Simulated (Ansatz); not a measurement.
System: GaBr2, charge 1, multiplicity 1. 
Geometry from a B3LYP-D3(BJ)/def2-TZVP (Ansatz, a program for electronic structure) optimisation:
```xyz
3

Ga     0.0000     0.0000     0.0000
Br     0.0000     0.0000    -2.1837
Br     0.0000     0.0000     2.1837
```
Charge +1, spin multiplicity 1.

Basis-set convergence of Hartree-Fock and CCSD(T) correlation energies (hartree) with Ansatz. Cores are frozen in the correlated levels unless marked. Spin-orbit coupling is left out. Frozen are the shells of the preceding noble gas and the d and f shells that filled before the atom's block. Non-relativistic.

| basis | functions | E(HF) | E(corr, CCSD(T)) |
|---|---|---|---|
| cc-pVDZ | 81 | -7067.81676 | -0.29684 |
| cc-pVTZ | 129 | -7068.04638 | -0.40652 |
| cc-pVQZ | 204 | -7068.05515 | -0.44505 |

Extrapolating the two largest sets (X = 3 and 4) as X^-3: E(corr) = (64·(-0.44505) - 27·(-0.40652))/37 = -0.4732 Eh, an estimate of the basis-set limit. The largest set recovers 94.1 % of it, the smallest 62.7 %.
